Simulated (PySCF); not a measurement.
# Correlation energy of Ca (calcium, neutral)

[Ar] 4s1 4p1, high-spin 3P determinant (an excited configuration). Calculation: PySCF 2.14, in dyall-av2z; no relativity, point nucleus. Frozen: [Ar]; 2 electrons correlated; the 20 highest virtual orbitals of each spin left out.

With two correlated electrons CCSD is exact within the correlated space (frozen core and kept virtual orbitals).

```
level  correlation energy (mhartree)
 CCSD                          -3.85
```

Diagnostics: T1 = 0.0097, D1 = 0.0187, largest double amplitude 0.068.

Question: Is a single reference adequate?

Answer: Yes: T1 lies below 0.03 and no double amplitude reaches 0.07.
